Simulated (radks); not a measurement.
Problem. These are the eigenvalues of the occupied orbitals of an atom or ion with whole-number occupations (hartree). Method: scalar-relativistic Kohn-Sham, Slater X-alpha with alpha = 0.673, spin-unpolarised, spherical densities, point nucleus; computed with a radial shooting solver on a logarithmic mesh with Libxc functionals.

| orbital | eigenvalue |
|---|---|
| 1s | -3.51858 |

Which element is it, and in what charge state? The configuration may be excited.

Solution. Z = 3, lithium, charge +2: Li2+ in 1s1. The 1s level, -3.5186 hartree, gives Z - s = 2.7 by -(Z - s)^2/2, which with screening and relativity narrows Z to a few neighbours, and the depths must fix Z and the occupations together.
